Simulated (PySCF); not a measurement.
## Bi(NH2)3 at several levels of theory

Computed with PySCF 2.14.0 (density fitting, no spin-orbit coupling) at the geometry relaxed with PBE0:

```xyz
10
Bi(NH2)3 (singlet; a saddle point, relaxed within its symmetry)
Bi    0.0000    0.0000    0.0000
N     2.2576    0.0000    0.0000
H     2.8624    0.0000    0.8232
H     2.8624    0.0000   -0.8232
N    -1.1288    1.9551    0.0000
H    -1.4312    2.4789    0.8232
H    -1.4312    2.4789   -0.8232
N    -1.1288   -1.9551    0.0000
H    -1.4312   -2.4789    0.8232
H    -1.4312   -2.4789   -0.8232
```

```json
{"level": "PBE0", "basis": "Bi def2-SVP with ECP60, N def2-SVP, H def2-SVP", "state": "singlet", "HOMO (eV)": "-5.40", "gap (eV)": "1.17", "charge on Bi1 (e)": "1.24", "dipole about the centre of mass (D)": "0.00", "largest force component (eV/Å)": "0.00"}
{"level": "CAM-B3LYP", "basis": "the same", "state": "singlet", "HOMO (eV)": "-6.76", "gap (eV)": "3.46", "charge on Bi1 (e)": "1.23", "dipole about the centre of mass (D)": "0.00", "largest force component (eV/Å)": "0.06"}
```

Charges are Mulliken's, which hang on the basis. The relaxation used the grid (50, 194), these runs (75, 302) or, all-electron (x2c bases, spin-free X2C Hamiltonian), (99, 590).

Q: What does PBE0 with Bi def2-TZVP with ECP60, N def2-TZVP, H def2-TZVP give here?

A: state singlet, HOMO (eV) -5.92, gap (eV) 1.49, charge on Bi1 (e) 1.40, dipole about the centre of mass (D) 0.00, largest force component (eV/Å) 0.21. Time: 10 s on 2 threads of Arm Neoverse V2, with other jobs on the host, from free ions and atoms.

In the first row's basis the gap widens with exact exchange: 1.2 eV for PBE0 (a fixed share); 3.5 eV for CAM-B3LYP (rising or full at long range).

The gap of the closed shell is small, and it wasn't tested for a lower spin-broken solution at this geometry.

Small gap, closed shell not tested for a spin-broken solution: PBE0 (small-core/TZVP).
